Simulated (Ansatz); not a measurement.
`[OH][Ta]([F])([F])([F])[Cl]`, charge 0, multiplicity 1.

Give a relaxed structure at PBE0-D4/def2-TZVP (Ansatz). (Estimate.)

Ansatz gave: 
Cartesian coordinates in Å:
```
O 0.018 -1.282 0.772
Ta -0.009 0.344 -0.144
F -1.709 0.713 0.506
F 1.554 0.879 0.706
F -0.047 2.055 -0.928
Cl 0.167 -0.630 -2.208
H 0.025 -2.078 1.296
```
Point group Cs.
